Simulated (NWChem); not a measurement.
System: CH7BOSi; SMILES O(BC)[SiH3]

Input file for NWChem:

```
start job
memory heap 200 mb stack 900 mb global 1100 mb
geometry units angstroms noautoz
  B     -0.354601     1.093032    -0.000119
  H     -1.567040     0.944662    -0.008996
  C      0.280380     2.522904     0.001000
  H     -0.099880     3.103205     0.859333
  H     -0.053507     3.076632    -0.893946
  H      1.379413     2.517784     0.028188
  O      0.428733    -0.014640     0.005742
  Si     0.079989    -1.656372     0.000354
  H     -1.397079    -1.874635    -0.008691
  H      0.681742    -2.261570     1.220998
  H      0.695800    -2.256706    -1.215701
end
basis spherical
  * library 6-31g*
end
dft
  xc xpbe96 cpbe96
  iterations 150
  mulliken
end
task dft energy
```

Parts of the log:

```
             Northwest Computational Chemistry Package (NWChem) 7.3.0
             --------------------------------------------------------

 C1  symmetry detected

                             Geometry "geometry" -> ""
                             -------------------------

 Output coordinates in angstroms (scale by  1.889725989 to convert to a.u.)

  No.       Tag          Charge          X              Y              Z
 ---- ---------------- ---------- -------------- -------------- --------------
    1 B                    5.0000    -0.46567234     1.07570322     0.00202201
    2 H                    1.0000    -1.67691872     0.91764645     0.00100139
    3 C                    6.0000     0.15785290     2.51060537    -0.00083481
    4 H                    1.0000    -0.22145244     3.08780464     0.86000833
    5 H                    1.0000    -0.18625322     3.06169199    -0.89353750
    6 H                    1.0000     1.25704507     2.51426957     0.01921693
    7 O                    8.0000     0.32651210    -0.02567190     0.00268372
    8 Si                  14.0000    -0.00912558    -1.67013895    -0.00060841
    9 H                    1.0000    -1.48442935    -1.90020186    -0.00008616
   10 H                    1.0000     0.60535846    -2.27056916     1.21604109
   11 H                    1.0000     0.60355577    -2.26546952    -1.22069731

 Effective nuclear repulsion energy (a.u.)     151.4032757016

  pbe96 is a nonlocal functional; adding pw91lda local functional.

                                 NWChem DFT Module
                                 -----------------

 Summary of "ao basis" -> "ao basis" (spherical)
 ------------------------------------------------------------------------------
       Tag                 Description            Shells   Functions and Types
 ---------------- ------------------------------  ------  ---------------------
 B                           6-31g*                  6       14   3s2p1d
 H                           6-31g*                  2        2   2s
 C                           6-31g*                  6       14   3s2p1d
 O                           6-31g*                  6       14   3s2p1d
 Si                          6-31g*                  8       18   4s3p1d

            General Information
            -------------------
          SCF calculation type: DFT
          Wavefunction type:  closed shell.
          No. of atoms     :    11
          No. of electrons :    40
           Alpha electrons :    20
            Beta electrons :    20
          Charge           :     0
          Spin multiplicity:     1
          Use of symmetry is: off; symmetry adaption is: off
          Maximum number of iterations: 150
          AO basis - number of functions:    74
                     number of shells:    40
          Convergence on energy requested:  1.00D-06
          Convergence on density requested:  1.00D-05
          Convergence on gradient requested:  5.00D-04

              XC Information
              --------------
          PerdewBurkeErnzerhof Exchange Functional  1.000
            Perdew 1991 LDA Correlation Functional  1.000 local
           PerdewBurkeErnz. Correlation Functional  1.000 non-local

             Grid Information
             ----------------
          Grid used for XC integration:  medium
          Radial quadrature: Mura-Knowles
          Angular quadrature: Lebedev.
          Tag              B.-S. Rad. Rad. Pts. Rad. Cut. Ang. Pts.
          ---              ---------- --------- --------- ---------
          B                   0.85       49          10.0       434
          H                   0.35       45          13.0       434
          C                   0.70       49          12.0       434
          O                   0.60       49           9.0       434
          Si                  1.10       88          11.0       590
          Grid pruning is: on
          Number of quadrature shells:   550
          Spatial weights used:  Erf1

      Superposition of Atomic Density Guess
      -------------------------------------

 Sum of atomic energies:        -429.24563017

      Non-variational initial energy
      ------------------------------

 Total energy =    -431.037267
 1-e energy   =    -890.540899
 2-e energy   =     308.100356
 HOMO         =      -0.346455
 LUMO         =       0.048398

     ---------------------------------------------
      Total Density - Mulliken Population Analysis
     ---------------------------------------------

    Atom       Charge   Shell Charges
 -----------   ------   -------------------------------------------------------
    1 B    5     4.40   2.00  0.59  1.07  0.42  0.24  0.09
    2 H    1     1.06   0.49  0.57
    3 C    6     6.95   2.00  0.73  2.13  0.70  1.37  0.02
    4 H    1     0.75   0.45  0.30
    5 H    1     0.74   0.45  0.30
    6 H    1     0.76   0.46  0.30
    7 O    8     8.84   2.00  0.93  3.16  0.86  1.88  0.01
    8 Si  14    13.28   2.00  2.00  5.97  0.93  1.50  0.30  0.41  0.16
    9 H    1     1.07   0.47  0.60
   10 H    1     1.07   0.47  0.60
   11 H    1     1.07   0.47  0.60

   convergence    iter        energy       DeltaE   RMS-Dens  Diis-err
 ---------------- ----- ----------------- --------- --------- ---------
 d= 0,ls=0.0,diis     1   -431.5106340003 -5.83D+02  2.05D-02  6.20D-01
 d= 0,ls=0.0,diis     2   -431.3386653578  1.72D-01  1.42D-02  2.41D+00
 d= 0,ls=0.0,diis     3   -431.5777706235 -2.39D-01  3.03D-03  6.61D-02
 d= 0,ls=0.0,diis     4   -431.5836715469 -5.90D-03  1.07D-03  8.50D-03
 d= 0,ls=0.0,diis     5   -431.5848072327 -1.14D-03  2.59D-04  5.06D-04
  Resetting Diis
 d= 0,ls=0.0,diis     6   -431.5848730399 -6.58D-05  7.33D-05  2.59D-05
 d= 0,ls=0.0,diis     7   -431.5848771319 -4.09D-06  2.74D-05  7.54D-07
 d= 0,ls=0.0,diis     8   -431.5848769611  1.71D-07  1.61D-05  2.53D-06
 d= 0,ls=0.0,diis     9   -431.5848772439 -2.83D-07  2.92D-06  1.14D-07

[...]
```

Level: PBE/6-31G* (spherical d). Structure relaxed at the PBE0/def2-SVP level.
